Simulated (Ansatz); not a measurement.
HNaO (SMILES [OH][Na]) moved off its minimum; all values from Ansatz (a quantum-chemistry and plane-wave program), cores frozen in correlated methods.
(charge 0, multiplicity 1)
```xyz
3

Na    -0.0345    -0.1896    -0.9421
O     -0.1433    -0.0112     1.0301
H      0.0063    -0.0421     1.7964
```

Forces at r2SCAN/def2-TZVPP (eV/Å):

```csv
atom,Fx,Fy,Fz
Na1,-0.046,0.052,0.455
O2,-3.283,0.619,-17.785
H3,3.329,-0.671,17.330
```

Task: Give the forces (eV/Å), the total energy and the dipole at CCSD(T)/def2-TZVPPD.

Result: 
```
atom      Fx      Fy       Fz
----  ------  ------  -------
Na1   -0.038   0.027    0.118
O2    -3.298   0.637  -17.617
H3     3.335  -0.664   17.498
```
Energy -237.5742 hartree, dipole 7.09 D.
